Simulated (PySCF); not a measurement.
Sn(Me)2(Cl)2 (C2H6Cl2Sn), SMILES [Cl][Sn]([CH3])([CH3])[Cl].

Coordinates come from a B3LYP-D3(BJ)/def2-SVP optimisation. The isomer is the one that the SMILES or the coordinates give; other isomers of the formula were not compared. The def2 effective core potentials stand for the cores of Sn; spin–orbit coupling is left out.

These are TDDFT-ωB97X/def2-SVPD (PySCF 2.14.0) values and carry that method's errors.

Vertical excitations. Gas-phase values at a fixed geometry.

**Question.** Estimate the UV-visible absorptions. (Estimate from the structure and the level; the computed values follow.)

**Answer.** 
```csv
state,energy (eV),λ (nm),f,main pairs
S1,6.49,191,0.114,HOMO→LUMO 77 %
S2,6.65,187,0.035,HOMO−1→LUMO 80 %
S3,6.70,185,0.000,"HOMO−3→LUMO 76 %, HOMO→LUMO+2 14 %"
S4,6.85,181,0.077,HOMO−2→LUMO 73 %
S5,7.59,163,0.000,HOMO→LUMO+2 77 %
S6,7.85,158,0.057,"HOMO→LUMO+1 50 %, HOMO−3→LUMO+2 19 %, HOMO−4→LUMO 18 %"
S7,7.88,157,0.094,"HOMO−1→LUMO+2 43 %, HOMO−5→LUMO 33 %, HOMO−2→LUMO 11 %"
S8,7.94,156,0.320,"HOMO−4→LUMO 47 %, HOMO→LUMO+1 21 %, HOMO→LUMO 17 %"
S9,8.39,148,0.122,"HOMO−6→LUMO 53 %, HOMO−2→LUMO+2 16 %, HOMO−1→LUMO+1 12 %"
S10,8.60,144,0.415,"HOMO−2→LUMO+2 57 %, HOMO−6→LUMO 13 %"
T1,5.72,217,0,HOMO→LUMO 85 %
T2,6.14,202,0,HOMO−1→LUMO 81 %
T3,6.25,198,0,HOMO−2→LUMO 81 %
T4,6.29,197,0,"HOMO−3→LUMO 73 %, HOMO→LUMO+2 15 %"
```
Triplets are in the Tamm–Dancoff approximation, which puts them higher than full response would, so one can lie above its singlet here.
